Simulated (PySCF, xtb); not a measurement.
Si(F)(H)(SH)2 (FH₃S₂Si), SMILES F[SiH](S)S.

GFN2-xTB (xtb) at its own geometry gives an orbital gap of 4.99 eV and a dipole moment of 2.79 D.

Coordinates come from a r2SCAN-D4/def2-SVP optimisation. The values are those of a single conformer.

### Question
What does PBE0/def2-TZVP run with PySCF give? (An estimate is asked for; the answer gives what the named calculation found.)

### Answer
gap 7.70 eV (levels -7.94 and -0.24 eV), dipole 1.36 D.
